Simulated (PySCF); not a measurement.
GaH3O2Se, SMILES [OH][Ga]([OH])[SeH].

Geometry optimised at PBE0-D3(BJ)/def2-SVP. One conformer was computed; it need not be the lowest.

Method: PBE/def2-TZVP in PySCF.

Symmetry labels are those of the subgroup Cs that the program uses (full group Cs).

**Question.** List the valence orbital energies around the gap with their symmetry. (An estimate is asked for; the answer gives what the named calculation found.)

**Answer.** 
| orbital | symmetry | energy (eV) |
|---|---|---|
| HOMO−7 | A' | -11.64 |
| HOMO−6 | A' | -10.10 |
| HOMO−5 | A' | -8.96 |
| HOMO−4 | A' | -8.03 |
| HOMO−3 | A" | -7.89 |
| HOMO−2 | A' | -7.59 |
| HOMO−1 | A" | -7.18 |
| HOMO | A" | -6.28 |
| LUMO | A' | -1.83 |
| LUMO+1 | A' | -0.93 |
| LUMO+2 | A" | -0.89 |
| LUMO+3 | A' | 0.38 |
